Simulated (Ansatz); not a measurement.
Start from `O[SiH](O)[SiH2]Cl` and change one atom or group to get `O[SiH](O)[GeH3]`.

Ansatz, PBE0-D4/def2-TZVP geometries, multiplicity 1. Each molecule was computed in one conformer, which needn't be the lowest.

Scalar relativity is left out up to krypton.

| property | `O[SiH](O)[SiH2]Cl` |
| --- | --- |
| HOMO energy (B3LYP/def2-TZVPP) / eV | -7.77 |
| HOMO–LUMO gap (B3LYP/def2-TZVPP) / eV | 6.81 |
| HOMO energy (ωB97M-V/def2-TZVPP) / eV | -10.02 |
| LUMO energy (PBE0/def2-TZVPP) / eV | -0.78 |
| HOMO energy (PBE/def2-TZVPP) / eV | -6.74 |
| HOMO–LUMO gap (ωB97M-V/def2-TZVPP) / eV | 11.03 |

Question: What does the change do to each property? (An estimate is asked.)

Answer: The calculation gave: 
| property | `O[SiH](O)[GeH3]` | shift |
| --- | --- | --- |
| HOMO energy (B3LYP/def2-TZVPP) / eV | -7.59 | 0.18 |
| HOMO–LUMO gap (B3LYP/def2-TZVPP) / eV | 7.16 | 0.35 |
| HOMO energy (ωB97M-V/def2-TZVPP) / eV | -9.85 | 0.17 |
| LUMO energy (PBE0/def2-TZVPP) / eV | -0.16 | 0.62 |
| HOMO energy (PBE/def2-TZVPP) / eV | -6.56 | 0.18 |
| HOMO–LUMO gap (ωB97M-V/def2-TZVPP) / eV | 11.31 | 0.28 |

With PBE0 the HOMO rises by 0.19 eV and the LUMO rises by 0.62 eV, so the gap widens by about 0.43 eV. PBE moves the HOMO by 0.18 eV and ωB97M-V by 0.17 eV.

Positive LUMOs are unbound, so they and the gaps depend on the basis.

B3LYP here is the variant with VWN-RPA as its local correlation; programs differ in this.
